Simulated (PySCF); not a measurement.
W(O)2(Me)2 (C2H6O2W), SMILES [CH3][W]([CH3])(=[O])=[O], multiplicity 1.

Coordinates come from a B3LYP-D3(BJ)/def2-SVP optimisation. The multiplicity is an assumed one; no other spin state was optimised. The structure was generated by enumeration; whether it is a known compound was not checked. The def2 effective core potentials stand for the cores of W; spin–orbit coupling is left out.

Two levels are set side by side: PBE/def2-TZVP (PySCF) and PBE0/def2-TZVP (PySCF). Same geometry, gas phase. Differences are taken from unrounded values.

| quantity | PBE0 |
|---|---|
| orbital gap (eV) | 6.21 |
| highest occupied level (eV) | -8.70 |
| lowest empty level (eV) | -2.49 |
| dipole moment (D) | 3.88 |
| mean polarisability (bohr³) | 68.6 |

What does PBE give, and how far is it from PBE0? (The exact figures need the calculation; the answer reports its results.)


```json
[
 {"quantity": "orbital gap (eV)", "PBE": "3.97", "PBE minus PBE0": "-2.24"},
 {"quantity": "highest occupied level (eV)", "PBE": "-7.24", "PBE minus PBE0": "1.46"},
 {"quantity": "lowest empty level (eV)", "PBE": "-3.27", "PBE minus PBE0": "-0.77"},
 {"quantity": "dipole moment (D)", "PBE": "3.60", "PBE minus PBE0": "-0.29"},
 {"quantity": "mean polarisability (bohr³)", "PBE": "70.8", "PBE minus PBE0": "2.2"}
]
```

PBE's occupied levels lie high since its potential decays too fast outside the molecule; exact exchange lowers them and widens the gap. PBE's more diffuse valence density responds more strongly to a field. Differences between two approximate levels are no errors against the true value.

Rough cost on one machine, each run with all the roots and properties that it gave: PBE0 against PBE within a factor of 2.
